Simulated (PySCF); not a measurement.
Choosing a basis for TDDFT

C4H6BN.
Bonds: B1–N2, N2–C3 (aromatic), C3–C4 (aromatic), C4–C5 (aromatic), C5–C6 (aromatic), N2–C6 (aromatic). Hydrogens: H7, H8 on B1; H9 on C3; H10 on C4; H11 on C5; H12 on C6.

TDDFT with PBE0 (PySCF), vertical singlets, core orbitals frozen in the response, spherical d and f functions. Geometry: PBE0-D3(BJ)/def2-SVP; no solvent, vibrations or thermal averaging.

| basis | functions | diffuse | S1 (eV) | S2 (eV) | S3 (eV) | S4 (eV) | S5 (eV) | LUMO (eV) | α (au) |
| --- | --- | --- | --- | --- | --- | --- | --- | --- | --- |
| 6-31G* | 96 | no | 4.31 | 5.85 | 6.66 | 7.27 | 7.68 | -0.95 | 56.0 |
| def2-SVP | 114 | no | 4.28 | 5.79 | 6.50 | 7.09 | 7.53 | -1.24 | 59.4 |
| 6-31+G* | 120 | yes | 4.23 | 5.68 | 5.94 | 6.26 | 6.42 | -1.29 | 65.6 |
| def2-SVPD | 168 | yes | 4.25 | 5.71 | 6.36 | 6.47 | 6.83 | -1.33 | 68.0 |
| aug-cc-pVDZ | 192 | yes | 4.19 | 5.63 | 5.69 | 6.13 | 6.19 | -1.35 | 70.0 |
| def2-TZVP | 222 | no | 4.21 | 5.68 | 6.48 | 6.64 | 7.03 | -1.30 | 66.2 |
| def2-TZVPD | 276 | yes | 4.21 | 5.66 | 5.95 | 6.46 | 6.56 | -1.33 | 69.6 |

Task: How much do these states and the polarisability depend on the basis?

Result: States are compared by their number. Against the largest diffuse basis here (def2-TZVPD, itself not a converged limit), sets without diffuse functions differ by up to 0.10 eV in S1 and 1.12 eV in S5; the smaller diffuse sets differ by up to 0.04 and 0.37 eV. State by state, the largest deviation of a set without diffuse functions is S1 0.10, S2 0.19, S3 0.71, S4 0.81, S5 1.12 eV. The same number needn't mean the same state in each row. Against def2-TZVPD the polarisability deviates by -20% in 6-31G*, -15% in def2-SVP, -6% in 6-31+G*, -2% in def2-SVPD, +1% in aug-cc-pVDZ, -5% in def2-TZVP. A single + in a Pople set puts diffuse functions on heavy atoms only.
